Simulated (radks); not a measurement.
Task: Ionisation of the copper ion Cu3+, [Ar] 3d8, to [Ar] 3d7 as the strength of local exchange is varied. All-electron calculation, non-relativistic Kohn-Sham, Slater X-alpha exchange (alpha = 2/3 is LDA exchange), no correlation, spin-unpolarised, spherical densities, point nucleus. Program: a radial shooting solver on a logarithmic mesh with Libxc functionals.

| alpha | E(Cu3+) (hartree) | exchange (hartree) | IE (eV) | -e of the level emptied (eV) | <r> of it (bohr) |
|---|---|---|---|---|---|
| 0.586 | -1625.51112 | -52.97807 | 56.145 | 45.568 (3d) | 0.8699 |
| 0.604 | -1627.13924 | -54.65946 | 56.680 | 46.057 (3d) | 0.8667 |
| 0.626 | -1629.13135 | -56.71884 | 57.337 | 46.659 (3d) | 0.8629 |
| 0.667 | -1632.85034 | -60.56951 | 58.576 | 47.796 (3d) | 0.8560 |
| 0.859 | -1650.37700 | -78.82157 | 64.604 | 53.359 (3d) | 0.8255 |
| 0.935 | -1657.36499 | -86.14596 | 67.092 | 55.670 (3d) | 0.8143 |
| 1.006 | -1663.91897 | -93.03931 | 69.468 | 57.882 (3d) | 0.8043 |
| ? | -1629.22196 | -56.81256 | 57.367 | 46.687 (3d) | 0.8628 |

Which alpha was used in the last row?

Result: alpha = 0.627. NIST Atomic Spectra Database: 57.38 eV (semi-empirical). The Delta-SCF value meets it near alpha = 0.63. Spin polarisation and multiplet splitting are left out, so open shells lie too high by an amount that depends on their filling.

Beside tabulated values, note that spin-unpolarised runs miss the spin-polarisation part of the exchange energy of open shells.
